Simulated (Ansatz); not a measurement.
`C[Si](C)(F)BF` and `C[Si](C)(F)[SeH]` differ in one atom or group.

Ansatz, PBE0-D4/def2-TZVP geometries, multiplicity 1. Each molecule was computed in one conformer, which needn't be the lowest.

Scalar relativity is left out up to krypton. Spin–orbit coupling is left out; it splits and shifts lone-pair levels of the heavy atoms by tenths of an eV.

```tsv
property	`C[Si](C)(F)BF`
HOMO–LUMO gap (ωB97M-V/def2-TZVPP) / eV	10.17
size of the dipole moment (B3LYP/def2-TZVPP) / D	1.26
HOMO energy (B3LYP/def2-TZVPP) / eV	-7.52
HOMO energy (PBE0/def2-TZVPP) / eV	-7.69
size of the dipole moment (ωB97M-V/def2-TZVPP) / D	1.26
size of the dipole moment (PBE/def2-TZVPP) / D	1.34
```

Question: Give the same properties after the change, and the shifts. (Best estimate.)

Answer: The calculation gave: 
```tsv
property	`C[Si](C)(F)[SeH]`	shift
HOMO–LUMO gap (ωB97M-V/def2-TZVPP) / eV	10.92	0.75
size of the dipole moment (B3LYP/def2-TZVPP) / D	2.54	1.28
HOMO energy (B3LYP/def2-TZVPP) / eV	-6.72	0.80
HOMO energy (PBE0/def2-TZVPP) / eV	-6.96	0.73
size of the dipole moment (ωB97M-V/def2-TZVPP) / D	2.57	1.31
size of the dipole moment (PBE/def2-TZVPP) / D	2.49	1.15
```

With PBE0 the HOMO rises by 0.73 eV and the LUMO rises by 1.70 eV, so the gap widens by about 0.97 eV. PBE moves the HOMO by 0.55 eV and ωB97M-V by 0.73 eV. Dipoles are sizes alone; their direction can turn.

B3LYP here is the variant with VWN-RPA as its local correlation; programs differ in this.
